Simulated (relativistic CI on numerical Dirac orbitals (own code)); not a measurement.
**Electric-dipole transitions in Fe¹⁴⁺**

These numbers are calculated, not measured: Dirac-Coulomb-Breit CI, orbitals from a KLI potential per configuration, model QED, unscaled Slater integrals (own radial code, finite nucleus).

Configurations in the expansion (outside the closed core [Ne]): 3s2, 3s 3p, 3p2, 3s 3d, 3d2, 3p 3d, 3p 4s, 3s 4s, 3d 4s, 3s 4p, 3s 4d, 3s 4f, 3s 5s, 3s 5p, 3s 5d, 4s2, 3s 5f, 3s 5g, 3s 6s, 3s 6p, 3s 6d. Levels of other configurations are missing.

```csv
λ vac (nm),Lower,Upper,A (s⁻¹),log gf,S velocity/length
5.5989,3s 3p 3P°_2 [4],3s 4d 3D_3 [44],3.78e+11,0.09,0.93
5.9314,3s 3p 1P°_1 [5],3s 4d 1D_2 [45],3.33e+11,-0.06,0.97
7.0088,3s 3d 3D_1 [11],3s 4f 3F°_2 [50],7.67e+11,0.45,0.95
7.0129,3s 3d 3D_2 [12],3s 4f 3F°_3 [51],8.12e+11,0.62,0.95
7.0194,3s 3d 3D_3 [13],3s 4f 3F°_4 [52],9.13e+11,0.78,0.95
7.3873,3s 3d 1D_2 [14],3s 4f 1F°_3 [53],7.05e+11,0.61,0.93
15.752,3s 4d 3D_3 [44],3s 5f 3F°_4 [70],1.27e+11,0.63,1.00
17.428,3s 4f 3F°_2 [50],3s 5g 3G_3 [72],2.06e+11,0.82,1.00
17.431,3s 4f 3F°_3 [51],3s 5g 3G_4 [73],2.10e+11,0.94,1.00
17.436,3s 4f 3F°_4 [52],3s 5g 3G_5 [74],2.24e+11,1.05,1.00
17.974,3s 4f 1F°_3 [53],3s 5g 1G_4 [75],2.15e+11,0.97,1.01
22.494,3s 3p 3P°_1 [3],3s 3d 3D_2 [12],1.84e+10,-0.16,1.02
23.146,3s 3p 3P°_2 [4],3s 3d 3D_3 [13],2.26e+10,0.10,1.02
23.941,3s 3p 1P°_1 [5],3s 3d 1D_2 [14],4.36e+10,0.27,0.97
23.994,3p2 3P_2 [9],3p 3d 3D°_3 [21],2.53e+10,0.18,1.03
26.407,3p 3d 3D°_3 [21],3d2 3F_4 [29],2.31e+10,0.34,1.15
28.052,3s2 1S_0 [1],3s 3p 1P°_1 [5],2.30e+10,-0.09,0.98
28.961,3p 3d 1F°_3 [25],3d2 1G_4 [34],2.54e+10,0.46,1.40
30.273,3s 3p 3P°_2 [4],3p2 3P_2 [9],1.30e+10,-0.05,0.96
33.415,3s 3d 1D_2 [14],3p 3d 1F°_3 [25],1.69e+10,0.30,1.02
```

Terms are leading LS components. Brackets give the number of a level in order of energy, since labels repeat. The list gives strong lines, with weight on those to low levels. Levels whose partners in the same complex of configurations lie outside the list can be far off, and so can their lines. Rates are taken at the computed energies, electric ones in the length gauge. A velocity-to-length ratio far from 1 marks an uncertain rate.

At this charge energies of transitions that change n are usually good to better than 1 %, and those within a shell (Δn = 0) to a few per cent.

Question: From the table, what is the radiative lifetime of 3s 4d 3D_3?

Answer: The listed rates from this level add up to about 3.78e+11 s⁻¹, 99 % of its decay; with all channels τ = 2.61e-12 s.

LS names give the leading component of a level, which can be under half, so a name can repeat, a term be missing and a line seem to break the LS rules.
